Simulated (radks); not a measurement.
The numbers below are computed, except where a source is named.
Ionisation of Si2+, [Ne] 3s2, to Si3+, [Ne] 3s1, under several functionals. Dirac Kohn-Sham, spin-unpolarised, spherical densities, finite nucleus; a radial shooting solver on a logarithmic mesh with Libxc functionals.

Wu-Cohen GGA: E(Si2+) (hartree) -288.73500; Exc (hartree) -19.90808; IE (eV) 33.949; -e(HOMO) (eV) 28.542; <r> HOMO (bohr) 1.949; IE error (eV) +0.456
exchange-only B88: E(Si2+) (hartree) -288.63912; Exc (hartree) -19.81294; IE (eV) 33.196; -e(HOMO) (eV) 27.693; <r> HOMO (bohr) 1.959; IE error (eV) -0.297
XLYP: E(Si2+) (hartree) -289.24324; Exc (hartree) -20.42912; IE (eV) 34.037; -e(HOMO) (eV) 28.507; <r> HOMO (bohr) 1.949; IE error (eV) +0.544
revPBE: E(Si2+) (hartree) -289.05775; Exc (hartree) -20.24027; IE (eV) 33.878; -e(HOMO) (eV) 28.484; <r> HOMO (bohr) 1.955; IE error (eV) +0.385
PW91: E(Si2+) (hartree) -289.09308; Exc (hartree) -20.27689; IE (eV) 34.042; -e(HOMO) (eV) 28.608; <r> HOMO (bohr) 1.950; IE error (eV) +0.549
SOGGA: E(Si2+) (hartree) -288.33901; Exc (hartree) -19.49795; IE (eV) 33.766; -e(HOMO) (eV) 28.375; <r> HOMO (bohr) 1.954; IE error (eV) +0.273
B86b exchange with PBE correlation: E(Si2+) (hartree) -289.09429; Exc (hartree) -20.27748; IE (eV) 34.028; -e(HOMO) (eV) 28.582; <r> HOMO (bohr) 1.949; IE error (eV) +0.535
AM05: E(Si2+) (hartree) -288.06647; Exc (hartree) -19.21349; IE (eV) 33.848; -e(HOMO) (eV) 28.442; <r> HOMO (bohr) 1.953; IE error (eV) +0.355
exchange-only PBE: E(Si2+) (hartree) -288.53254; Exc (hartree) -19.70067; IE (eV) 33.189; -e(HOMO) (eV) 27.662; <r> HOMO (bohr) 1.962; IE error (eV) -0.304
LDA (Slater exchange, Perdew-Zunger correlation): E(Si2+) (hartree) -287.94011; Exc (hartree) -19.08149; IE (eV) 34.145; -e(HOMO) (eV) 28.664; <r> HOMO (bohr) 1.946; IE error (eV) +0.652

NIST Atomic Spectra Database: 33.493 eV (measured). Closest: SOGGA. The Delta-SCF values span 0.96 eV, the total energies 1.30 hartree. The highest occupied level is 3s1/2. Spin polarisation and multiplet splitting are left out, so open shells lie too high by an amount that depends on their filling.

Beside tabulated values, note that spin-unpolarised runs miss the spin-polarisation part of the exchange energy of open shells.
